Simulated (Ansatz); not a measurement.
Reaction (ligand exchange at the Al–N bond): `C=[N][AlH][CH2]C` + HBr → `C[CH2][AlH][Br]` + `C=N`

Isolated molecules relaxed with PBE0-D4/def2-TZVP in Ansatz; ΔE leaves out vibrations. CCSD(T)/CBS adds triple-zeta CCSD(T) − MP2 to the extrapolated MP2 energy (def2 sets, frozen cores). This one scheme is used for every species. Functionals use def2-TZVPP. For Br outer-core shells are correlated without core-valence functions, which leaves a few kJ/mol of doubt a bond. Scalar relativity is left out up to krypton. Each species was taken in one conformer, which may not be the lowest.

`C=[N][AlH][CH2]C`:

Cartesian coordinates in Å:
```
C -2.920 1.407 0.360
N -1.891 0.732 0.525
Al -0.430 -0.212 0.751
C 0.999 -0.061 -0.579
C 2.151 -1.054 -0.421
H -3.030 2.430 0.757
H -3.795 1.030 -0.193
H -0.384 -1.127 2.044
H 1.381 0.968 -0.542
H 0.549 -0.154 -1.575
H 1.809 -2.089 -0.504
H 2.926 -0.909 -1.180
H 2.635 -0.961 0.556
```

HBr:

Z-matrix (Å, degrees):
```
Br
H 1 1.420
```

`C[CH2][AlH][Br]`:

```xyz
10

C    -0.802   -0.767    0.723
C     0.583   -0.317    0.263
Al    0.664    1.130   -1.039
Br   -1.271    2.024   -1.811
H    -1.411   -1.114   -0.114
H    -0.743   -1.584    1.448
H    -1.354    0.050    1.194
H     1.193   -0.004    1.121
H     1.139   -1.160   -0.170
H     2.002    1.743   -1.615
```

`C=N`:

Z-matrix (Å, degrees):
```
C
N 1 1.261
H 1 1.096 2 124.9
H 1 1.092 2 118.8 3 -180.0
H 2 1.021 1 111.0 3 -0.0
```

(1) Is it downhill or uphill in electronic energy at CCSD(T)/CBS, and by how much? (An estimate is asked.)

(2) What do these levels give: PBE-D4, CAM-B3LYP, LC-ωPBE, HF/def2-SVP, MP2/def2-TZVPP, MP2/CBS(def2)? (Estimate.)

Largest T1 diagnostic among the species: 0.012.

## Answers

(1) Computed: Downhill: ΔE = -1.02 eV.

(2) Computed: PBE-D4 -0.92, CAM-B3LYP -0.90, LC-ωPBE -0.98, HF/def2-SVP -1.02, MP2/def2-TZVPP -1.00, MP2/CBS(def2) -1.04 eV.

From BLYP to BHLYP (50 % exact exchange), in def2-TZVPP and without D4, ΔE moves by −0.14 eV. Leaving LDA and LC-ωPBE aside and taking each functional with its dispersion term where it has one, the values, not all of them listed here, spread over 0.20 eV, from PBE-QIDH to BLYP-D4. LDA lies +0.09 eV from PBE without D4. In def2-TZVPP, CCSD(T) changes the Hartree–Fock value by +0.09 eV (the triples alone add +0.01 eV) and MP2 by +0.08 eV.
